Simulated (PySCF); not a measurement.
## Where the electron goes

Species: C₆H₁₁B.
Z-matrix (Å and degrees, PBE0-D3(BJ)/def2-SVP geometry), rows numbered from 1:
```
C 
B   1  1.5732
C   2  1.5716  1  120.14
C   2  1.5656  1  120.98  3   179.79
C   4  1.5111  2  118.73  1   -35.72
C   5  1.4933  4   98.61  2   156.98
C   5  1.4577  4   61.17  2   107.27
H   1  1.1021  2  112.04  3   -38.56
H   1  1.0999  2  115.95  3  -164.99
H   1  1.1073  2  106.45  3    75.87
H   3  1.1003  2  114.87  1   -17.49
H   3  1.1081  2  106.06  1   100.23
H   3  1.1016  2  113.22  1  -144.47
H   4  1.1031  2  117.55  1   177.41
H   5  1.0888  4  129.73  7  -121.12
H   6  1.1004  5  119.20  7   108.16
H   6  1.0964  5  117.17  7  -106.73
H   7  1.0887  4  129.75  5   121.05
```

The calculation used TDDFT wB97X-D/def2-SVPD, vertical, gas phase, core orbitals frozen in the response (PySCF).

Frontier orbitals with the atoms that hold most of them (Löwdin shares over 4%, at most four atoms; ? is withheld):

| orbital | ε (eV) | atoms |
| --- | --- | --- |
| LUMO+2 | 2.87 | H18 13%, H15 11%, H17 10%, C7 8% |
| LUMO+1 | 1.95 | B2 51%, C3 6%, C1 6%, H10 6% |
| LUMO | ? | ? |
| HOMO | -9.02 | ? |
| HOMO-1 | -10.47 | C4 24%, B2 22%, C3 13%, C1 9% |
| HOMO-2 | -10.68 | C1 23%, B2 23%, C3 21%, C4 5% |
| HOMO-3 | -10.72 | C4 26%, C7 19%, C5 17%, C6 16% |

(1) Which atoms hold the LUMO, and with what shares?

(2) Which atoms hold the HOMO, and with what shares?

(3) What is the LUMO energy, and the HOMO–LUMO gap?

Answers

(1) B2 (bonded to 3 C) 38%; C1 (bonded to B and 3 H) 11%; C4 (bonded to B, 2 C and H) 11%; C3 (bonded to B and 3 H) 11%. By element: boron 38%, carbon 33% or more.

(2) C5 (bonded to 3 C and H) 29%; C7 (bonded to 3 C and H) 29%; C4 (bonded to B, 2 C and H) 12%; C6 (bonded to 2 C and 2 H) 10%.

(3) ε(LUMO) = 1.44 eV; the gap is 10.46 eV (0.3845 hartree).

**Question.** How does S1 compare with the orbital gap of 10.46 eV?

**Answer.** S1 is at 5.92 eV (f = 0.0022), 4.54 eV below the gap, made of HOMO→LUMO (88%). Without the coupling terms of the response equations the lowest excitation would equal the gap.

**Question.** One configuration dominates each of S1 and S4. Which, and how do the shares of the two leading atoms of either orbital change from the occupied to the empty one?

**Answer.** 
- S1 (5.92 eV, f 0.0022), HOMO→LUMO (88%): C5 29% → at most 11%, C7 29% → at most 11%, B2 at most 10% → 38%, C1 at most 10% → 11%
- S4 (7.37 eV, f 0.0045), HOMO→LUMO+1 (73%): C5 29% → at most 6%, C7 29% → at most 6%, B2 at most 10% → 51%, C3 at most 10% → 6%

Löwdin shares depend on the basis, the more so with diffuse functions.

On Arm Neoverse V2, one thread, shared host with 96 logical CPUs at a one-minute load of 40, this took 78 s of wall time and 1.1 GiB of memory at its peak.

One conformer stands for the species.
